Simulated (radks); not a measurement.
Problem. All-electron calculation, non-relativistic Kohn-Sham, PBE, spin-unpolarised, spherical densities, point nucleus. Program: a radial shooting solver on a logarithmic mesh with Libxc functionals. Response by self-consistent Sternheimer equations with the Hartree and adiabatic LDA kernel. Rank Ar4+, Ar5+, Ar, Ar3+, Ar+, Ar6+, Ar2+ (NIST ground configurations) by static dipole polarisability, largest first.

Solution. Ar 11.99, Ar+ 7.084, Ar2+ 4.847, Ar3+ 3.597, Ar4+ 2.822, Ar5+ 2.316, Ar6+ 1.991 bohr^3.
